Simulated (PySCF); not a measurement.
**Correlation energy of Co²⁺ (cobalt, charge +2)**

[Ar] 3d7, high-spin 4F determinant. Computed with PySCF 2.14 in ANO-RCC-VTZP (6s5p3d2f1g, 59 functions), with scalar relativity by spin-free X2C-1e. Frozen: [Ar]; 7 electrons correlated.

| level | correlation energy (mhartree) |
| --- | --- |
| CCSD | -173.99 |
| (T) | -3.77 |
| CCSD(T) | -177.76 |

Diagnostics: T1 = 0.0053, D1 = 0.0081, largest double amplitude 0.037.

Task: Is a single reference adequate?

Result: Yes: T1 lies below 0.03 and no double amplitude reaches 0.07.
